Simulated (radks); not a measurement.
The numbers below are computed, except where a source is named.
The tellurium ion Te2+, 50 electrons, occupied as [Kr] 4d10 5s2 5p2.

Code: a radial shooting solver on a logarithmic mesh with Libxc functionals. Model: scalar-relativistic Kohn-Sham, PBE, spin-polarised, spherical densities, finite nucleus; open shells are filled with parallel spins first (spin-orbit coupling, left out, can overturn this in heavy ions); Fermi nuclear charge, rms radius 4.7423 fm.

Energy parts (eV):
part                       energy
total                 -184854.836
kinetic                193671.952
electron-nucleus      -446205.858
Hartree                 72440.616
exchange-correlation    -4761.546

Orbitals (lengths in bohr, moments of r in powers of bohr; <r^-3> diverges for s and p1/2; r(max) is where P^2 peaks):
orbital  occ.  eigenvalue (eV)  <r^-3>     <r^2>   r(max)
1s up       1        -31646.58       -  0.001048  0.01794
1s down     1        -31646.51       -  0.001048  0.01794
2s up       1        -4869.578       -   0.01694   0.1014
2s down     1        -4869.551       -   0.01694   0.1014
2p up       3        -4373.550    5395   0.01340  0.08123
2p down     3        -4373.497    5395   0.01340  0.08123
3s up       1        -984.6594       -    0.1186   0.2926
3s down     1        -984.6024       -    0.1186   0.2926
3p up       3        -823.3965    1021    0.1189   0.2863
3p down     3        -823.3312    1021    0.1189   0.2863
3d up       5        -579.5345   140.6    0.1043   0.2379
3d down     5        -579.4730   140.6    0.1043   0.2379
4s up       1        -183.7844       -    0.6606   0.7009
4s down     1        -183.6427       -    0.6603   0.7011
4p up       3        -133.8087   194.1    0.7686   0.7379
4p down     3        -133.6562   194.2    0.7672   0.7380
4d up       5         -61.0336   19.57     1.106   0.8106
4d down     5         -60.7537   19.71     1.092   0.8103
5s up       1         -33.4316       -     4.397    1.763
5s down     1         -31.7239       -     4.367    1.743
5p up       2         -23.0572   21.40     6.133    2.048
5p down     0         -21.2525   21.53     6.237    2.034

The highest occupied level is 5p up at -23.057 eV. Summed over all electrons, <r^2> = 40.06 bohr^2, which gives a Langevin (diamagnetic) susceptibility term of -31.7 x 10^-6 cm^3/mol.
